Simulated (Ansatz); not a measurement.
**Question.** Name a neutral molecule of Cl, Ge and H with LUMO energy (PBE0/def2-TZVPP) between -0.70 and -0.40 eV and HOMO–LUMO gap (PBE0/def2-TZVPP) between 7.50 and 7.80 eV (Ansatz, PBE0-D4/def2-TZVP geometry).

**Answer.** `[Cl][GeH2][GeH3]` (-0.57 eV, 7.52 eV). Other molecules can fit too; these were computed, each in one conformer that needn't be the lowest.
